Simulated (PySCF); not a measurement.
Stepwise substitution at one centre (Si Br-OCH3). All species are isolated molecules in the gas phase. One relaxed conformer stands for each flexible species; it need not be the lowest. Strings in code marks are SMILES.

These are PBE-D3(BJ)/def2-TZVP // B3LYP-D3(BJ)/def2-SVP in PySCF values and carry that method's errors. All candidates: neutral, multiplicity 1. Excitations are Tamm–Dancoff values on a coarser integration grid. The basis has no diffuse functions, so Rydberg states are missing or too high.

| Property | Result |
|---|---|
| HOMO–LUMO gap | 6.59 eV |
| HOMO | -6.85 eV |
| T1 excitation (TDA) | 6.45 eV |

### Question
Which member has these values?
A. `CO[Si](OC)(OC)OC`
B. `CO[Si](Br)(Br)Br` (C–O–Si–Br torsion 60°)
C. `CO[Si](Br)(OC)OC`
D. `CO[Si](Br)(Br)OC` (C–O–Si–Br torsion -59°, Br–Si–O–C torsion -57°)

### Answer
C, `CO[Si](Br)(OC)OC`. The others give `CO[Si](Br)(Br)OC` (C–O–Si–Br torsion -59°, Br–Si–O–C torsion -57°): 5.77 eV, -6.99 eV, 5.61 eV; `CO[Si](Br)(Br)Br` (C–O–Si–Br torsion 60°): 5.10 eV, -7.18 eV, 4.95 eV; `CO[Si](OC)(OC)OC`: 6.61 eV, -6.46 eV, 6.52 eV
